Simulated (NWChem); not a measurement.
Molecule: CH5ClO2Si; SMILES O[Si](C)(O)Cl

```xyz
10

C      1.6329     1.0343    -0.4174
Si    -0.0348     0.3614    -0.0045
O     -1.2101     0.7222    -1.1130
O     -0.4722     0.9771     1.4583
Cl     0.0621    -1.7197     0.0756
H      1.5850     2.1304    -0.5064
H      2.3549     0.7815     0.3731
H      1.9993     0.6213    -1.3686
H     -1.4674     0.0197    -1.7164
H     -1.3793     0.8216     1.7384
```
Atoms are numbered in this order, from 1.

All runs: NWChem. Pople sets run with spherical d functions. Medium grid unless said otherwise, to which SCAN and Minnesota functionals are sensitive. Structure relaxed at the PBE0/def2-SVP level. Hybrids' shares of exact exchange are those that their runs print; pure functionals count as 0. The functionals differ in more than this share.

```csv
row,share of exact exchange,orbital gap (eV)
PBE/6-31G*,0.00,7.58
"LDA (Slater exchange, VWN5)/6-31G*",0.00,7.51
B3LYP/6-31G*,0.20,9.54
B3PW91/6-31G*,0.20,9.81
B97-2/6-31G*,0.21,9.92
PBE0/6-31G*,0.25,10.21
r2SCAN0/6-31G*,0.25,10.84
M06-2X/6-31G*,0.54,withheld
Hartree-Fock/6-31G*,1.00,17.22
```

Q: Fit a straight line of the last column on the one before it, predict the withheld value, and compare with the run.

A: 
1. Means of the 8 shown rows: x = 0.264, y = 10.329. Slope Σ(x − x̄)(y − ȳ)/Σ(x − x̄)² = 6.642/0.6926 = 9.590; intercept 7.799.
2. The shown rows scatter about the line by 0.280 (root mean square); the largest residual is +0.64, at r2SCAN0/6-31G*.
3. At x = 0.54 (M06-2X/6-31G*; inside the shown range) the line gives 12.98.
4. The run gives 12.39, -0.59 from the line, 2.1 times the scatter.
